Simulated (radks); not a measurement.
Results of a calculation; reference values are marked as such.
Ionisation of As, [Ar] 3d10 4s2 4p3, to As+, [Ar] 3d10 4s2 4p2, under several functionals. Scalar-relativistic Kohn-Sham, spin-polarised, spherical densities, finite nucleus; open shells are filled with parallel spins first; a radial shooting solver on a logarithmic mesh with Libxc functionals.

| functional | E(As) (hartree) | Exc (hartree) | IE (eV) | -e(HOMO) (eV) | <r> HOMO (bohr) | IE error (eV) |
|---|---|---|---|---|---|---|
| r2SCAN | -2261.24757 | -84.04901 | 10.282 | 6.310 | 2.485 | +0.493 |
| AM05 | -2257.96636 | -80.75608 | 9.856 | 5.871 | 2.502 | +0.067 |
| exchange-only PBE | -2259.30030 | -82.09226 | 9.249 | 5.345 | 2.562 | -0.540 |
| XLYP | -2261.57639 | -84.41118 | 9.623 | 5.622 | 2.520 | -0.166 |
| LDA (Slater exchange, Perdew-Zunger correlation) | -2257.78469 | -80.56557 | 9.921 | 5.933 | 2.509 | +0.132 |
| LDA (Slater exchange, VWN5 correlation) | -2257.80429 | -80.58621 | 9.955 | 5.962 | 2.506 | +0.167 |

NIST Atomic Spectra Database: 9.789 eV (measured). Closest: AM05. The Delta-SCF values span 1.03 eV, the total energies 3.79 hartree. The highest occupied level is 4p. Open shells are spherical and high-spin; term and fine-structure splittings are not resolved.
